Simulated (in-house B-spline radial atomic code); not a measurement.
A radial electron density 4πr²n(r) was computed for an atom or ion in its tabulated ground configuration with a B-spline radial code for spherical atoms; method: non-relativistic Hartree-Fock, average of configuration. Columns: r (bohr), 4πr²n(r) (electrons per bohr), bar.

```
 0.00275    0.875 #
 0.00327    1.206 ##
 0.00391    1.669 ##
 0.00466    2.284 ###
 0.00556    3.109 ####
 0.00663     4.19 ######
  0.0079    5.584 #######
 0.00942    7.361 ##########
  0.0112    9.523 #############
  0.0134    12.22 ################
   0.016    15.31 ####################
  0.0191    18.71 #########################
  0.0227    22.13 #############################
  0.0271    25.42 ##################################
  0.0324    28.09 #####################################
  0.0386    29.64 #######################################
   0.046    29.82 ########################################
  0.0549    28.59 ######################################
  0.0655    26.41 ###################################
  0.0781    24.21 ################################
  0.0931    23.17 ###############################
   0.111    24.15 ################################
   0.132    27.09 ####################################
   0.158    30.89 #########################################
   0.188    33.16 ############################################
   0.225    31.96 ##########################################
   0.268     26.9 ####################################
    0.32    19.64 ##########################
   0.381    13.53 ##################
   0.455    10.84 ##############
   0.542    11.62 ###############
   0.647    13.45 ##################
   0.771    13.61 ##################
    0.92    11.19 ###############
     1.1    7.285 ##########
    1.31    3.771 #####
    1.56    1.519 ##
    1.86    0.463 #
    2.22   0.1043 
    2.65  0.01702 
    3.16 0.001962
```

Question: Which atom or ion is it?
A. Ni6+
B. Mn6+
C. Mn5+
D. V5+

Answer: C. The area under the curve, ∫4πr²n dr = ∫r·4πr²n d(ln r) on this logarithmic grid, is 20 electrons, which only this option has. The configuration is [Ar] 3d2.
